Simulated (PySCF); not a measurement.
**input.py for SrBr**

File input.py (PySCF 2.14):

```python
from pyscf import gto, scf, mp

mol = gto.M(
    atom='Sr 0 0 0; Br 0 0 2.627',
    basis='def2-svp',
    ecp={'Sr': 'def2-svp'},
    charge=0,
    spin=1,
    symmetry=True,
    verbose=4,
)
mf = scf.UHF(mol)
mf.kernel()
mp.MP2(mf, frozen=9).kernel()
mf.dip_moment()
print('orbital energies (hartree):', [e[max(0, n-3):n+3].round(4) for e, n in zip(mf.mo_energy, mol.nelec)])
```

```bash
$ OMP_NUM_THREADS=1 python input.py
```

Output (some set-up lines and the per-cycle HOMO/LUMO lines with their warnings removed):

```
PySCF version 2.14.0

[INPUT] verbose = 4
[INPUT] num. atoms = 2
[INPUT] num. electrons = 45
[INPUT] charge = 0
[INPUT] spin (= nelec alpha-beta = 2S) = 1
[INPUT] symmetry True subgroup None
[INPUT] Mole.unit = angstrom
[INPUT] Symbol           X                Y                Z      unit          X                Y                Z       unit  Magmom
[INPUT]  1 Sr     0.000000000000   0.000000000000   0.000000000000 AA    0.000000000000   0.000000000000   0.000000000000 Bohr   0.0
[INPUT]  2 Br     0.000000000000   0.000000000000   2.627000000000 AA    0.000000000000   0.000000000000   4.964310529232 Bohr   0.0

nuclear repulsion = 70.5032446981348
point group symmetry = Coov
symmetry origin: [0.         0.         2.38014888]
symmetry axis x: [1. 0. 0.]
symmetry axis y: [0. 1. 0.]
symmetry axis z: [0. 0. 1.]
num. orbitals of irrep A1 = 21
num. orbitals of irrep E1x = 12
num. orbitals of irrep E1y = 12
num. orbitals of irrep E2x = 5
num. orbitals of irrep E2y = 5
number of shells = 21
number of NR pGTOs = 123
number of NR cGTOs = 55
basis = def2-svp
ecp = {'Sr': 'def2-svp'}

******** <class 'pyscf.scf.uhf_symm.SymAdaptedUHF'> ********
method = SymAdaptedUHF
initial guess = minao
damping factor = 0
level_shift factor = 0
DIIS = <class 'pyscf.scf.diis.CDIIS'>
diis_start_cycle = 1
diis_space = 8
diis_damp = 0
SCF conv_tol = 1e-09
SCF conv_tol_grad = None
SCF max_cycles = 50
direct_scf = True
direct_scf_tol = 1e-13
number electrons alpha = 23  beta = 22
Freeze 0 electrons in irreps []
    45 free electrons in irreps A1 E1x E1y E2x E2y
Set gradient conv threshold to 3.16228e-05
init E= -2590.1586121742

cycle= 1 E= -2602.1497884076  delta_E=  -12  |g|= 0.697  |ddm|= 4.53
cycle= 2 E= -2602.50311264467  delta_E= -0.353  |g|= 0.219  |ddm|= 3.88
cycle= 3 E= -2602.53331261749  delta_E= -0.0302  |g|= 0.0744  |ddm|= 0.458
cycle= 4 E= -2602.53593177885  delta_E= -0.00262  |g|= 0.0151  |ddm|= 0.203
cycle= 5 E= -2602.53658728889  delta_E= -0.000656  |g|= 0.00619  |ddm|= 0.138
cycle= 6 E= -2602.53679765409  delta_E= -0.00021  |g|= 0.00238  |ddm|= 0.0919
cycle= 7 E= -2602.53683547727  delta_E= -3.78e-05  |g|= 0.00112  |ddm|= 0.027
cycle= 8 E= -2602.53684607024  delta_E= -1.06e-05  |g|= 0.000624  |ddm|= 0.00881
cycle= 9 E= -2602.53685010461  delta_E= -4.03e-06  |g|= 0.000139  |ddm|= 0.0086
cycle= 10 E= -2602.53685028184  delta_E= -1.77e-07  |g|= 2.55e-05  |ddm|= 0.00224
cycle= 11 E= -2602.53685028475  delta_E= -2.91e-09  |g|= 5.18e-06  |ddm|= 0.000325
cycle= 12 E= -2602.53685028485  delta_E= -9.55e-11  |g|= 1.3e-06  |ddm|= 4.03e-05
Extra cycle  E= -2602.53685028485  delta_E= -7.28e-12  |g|= 5.91e-07  |ddm|= 5.05e-06
converged SCF energy = -2602.53685028485  <S^2> = 0.75058166  2S+1 = 2.0005816

******** <class 'pyscf.mp.ump2.UMP2'> ********
nocc = (np.int64(14), np.int64(13)), nmo = (46, 46)
frozen orbitals 9
E(UMP2) = -2602.83670408074  E_corr = -0.299853795882609
E(SCS-UMP2) = -2602.81191105133  E_corr = -0.275060766480773
E_corr(same-spin) = -0.0978043714365675
E_corr(oppo-spin) = -0.202049424446042
Dipole moment(X, Y, Z, Debye):  0.00000,  0.00000, -3.94880
orbital energies (hartree): [array([-0.3789, -0.3789, -0.1986,  0.0114,  0.0114,  0.0311]), array([-3.971e-01, -3.792e-01, -3.792e-01, -2.000e-04,  4.880e-02,
        4.880e-02])]
```

In short: E(SCF) = -2602.536850 Eh, 12 cycles, E(MP2) − E(SCF) = -0.29985 Eh, ⟨S²⟩ = 0.751, μz(SCF) = -3.95 D.

It ran on Arm Neoverse V2 (1 thread, shared host) in 1.2 s, peak memory 0.13 GiB.

The bond length is a typed value, not an optimised one. No search for the lowest solution was made.
